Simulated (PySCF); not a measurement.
ClH₃Si, SMILES [SiH3]Cl (connectivity only; charge and spin as stated), charge -1, multiplicity 2. Geometry: PBE0-D3(BJ)/def2-TZVPD. The multiplicity is an assumed one; other spin states were not compared. The isomer is the one that the SMILES or the coordinates give; other isomers of the formula were not compared.

All values below come from PySCF with PBE0-D3(BJ)/def2-TZVPD.

Harmonic wavenumbers (cm⁻¹): 210, 402, 439, 826, 944, 969, 1817, 2112, 2122. Rotational constants (GHz): 105.6, 4.600, 4.556; symmetry number 1.

Q: Work out the zero-point energy and the ideal-gas rigid-rotor harmonic-oscillator thermochemistry at 298.15 K and 1 atm.

A: ZPE = ½ Σ hcν = ½ × 9842 cm⁻¹ = 14.07 kcal/mol. H − E(el) = 17.25 kcal/mol. Entropy in cal/(mol K): translation 38.50, rotation 22.50, vibration 4.24, spin 1.38, total 66.62. G − E(el) = -2.62 kcal/mol. Cp = 14.13 cal/(mol K).
